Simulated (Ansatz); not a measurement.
Relaxation of B2H5NO (9 atoms, charge 0, multiplicity 1), to a largest force component of 0.02 eV/Å in at most 50 steps.

The calculation used RKS B3LYP/def2-mTZVP (Ansatz).

```xyz
9
Properties=species:S:1:pos:R:3:forces:R:3
B 0.270 1.315 -0.614 -0.96 2.51 -0.80
B 0.011 -0.007 0.296 0.85 -2.58 0.85
N 0.752 -1.272 -0.054 -1.98 1.51 1.46
O -0.802 0.042 1.451 -2.12 -0.98 -1.32
H 0.954 1.334 -1.571 0.26 0.05 -0.28
H -0.364 2.365 -0.357 0.78 -0.86 -0.24
H 0.467 -1.603 -0.965 0.70 -0.17 -0.50
H 0.555 -1.986 0.652 0.07 -0.18 -0.33
H -1.755 -0.233 1.144 2.41 0.70 1.16
```

**Question.** Where does it end, and by what steps?

**Answer.** The run converged. After 21 steps the energy has fallen by 1.318 eV; H6 moved furthest, 0.98 Å.

| step | energy less start (eV) | largest force component (eV/Å) | accepted |
| --- | --- | --- | --- |
| 0 | 0.0000 | 2.583 | yes |
| 1 | -0.4961 | 1.765 | yes |
| 2 | -0.7028 | 2.398 | yes |
| 3 | -0.8818 | 0.599 | yes |
| 4 | -0.9239 | 0.993 | yes |
| 5 | -1.0040 | 0.538 | yes |
| 6 | -1.1301 | 1.016 | yes |
| 7 | -1.2579 | 0.661 | yes |
| 8 | -1.2880 | 0.092 | yes |
| 9 | -1.2918 | 0.052 | yes |
| 10 | -1.2973 | 0.080 | yes |
| 11 | -1.3001 | 0.130 | yes |
| 12 | -1.3027 | 0.186 | yes |
| 13 | -1.3045 | 0.272 | yes |
| 14 | -1.2963 | 0.785 | no |
| 15 | -1.3057 | 0.261 | yes |
| 16 | -1.3140 | 0.093 | yes |
| 17 | -1.3163 | 0.050 | yes |
| 18 | -1.3151 | 0.054 | no |
| 19 | -1.3172 | 0.022 | yes |
| 20 | -1.3172 | 0.123 | yes |
| 21 | -1.3177 | 0.012 | yes |

```xyz
9
Properties=species:S:1:pos:R:3
B 0.227 1.365 -0.730
B -0.205 -0.003 0.179
N 0.499 -1.225 0.062
O -1.268 0.137 1.053
H 0.192 1.390 -1.924
H 0.600 2.370 -0.203
H 1.230 -1.376 -0.616
H 0.353 -2.030 0.656
H -1.539 -0.674 1.506
```

Whether the end is a true minimum wasn't checked by a vibrational analysis.

Time of the run: 23 s on 2 threads of Intel(R) Xeon(R) 6975P-C (Granite Rapids) (shared host), peak memory 0.18 GiB.
